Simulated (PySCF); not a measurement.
# C₆ coefficients of unlike pairs at revPBE

Calculated with PySCF 2.14 from the dipole response of each species, C₆(A,B) = (3/π) ∫ α_A(iu) α_B(iu) du, in atomic units, from isotropic polarisabilities. For ions this is the dispersion term alone; charge-induced terms of lower order in 1/R come first.

```tsv
species	configuration	basis	relativity	α (bohr³)	C₆ (like pair)
Ba⁺	[Xe] 6s1 (2S)	aug-cc-pVQZ-X2C (10s9p7d4f2g)	spin-free X2C	146.2	1658
Cr	[Ar] 3d5 4s1 (7S)	x2c-TZVPPall with one added diffuse shell each of s, p, d, f type (7s6p5d3f1g)	spin-free X2C	71.33	594.7
Os⁺	[Xe] 4f14 5d6 6s1 (6D)	def2-TZVPPD with the def2 core potential (60 electrons) (6s5p3d2f1g)	core potential	24.27	190.1
P⁺	[Ne] 3s2 3p2 (3P)	aug-cc-pV(Q+d)Z with one added diffuse shell each of s, p, d, f, g type (8s7p6d4f3g)	none	14.49	74.87
```

**Question.** Estimate C₆ for Os⁺ with Ba⁺.

**Answer.** The integral gives 472.3. The combination rule 2 C_A C_B / (C_A α_B/α_A + C_B α_A/α_B) gives 443.9 and the geometric mean 561.3.

No spin-orbit coupling is included.

The other pairs:

```tsv
pair	C₆
P⁺, Cr	190.8
Os⁺, Cr	304.9
Cr, Ba⁺	977.5
P⁺, Ba⁺	293.1
P⁺, Os⁺	118.4
```
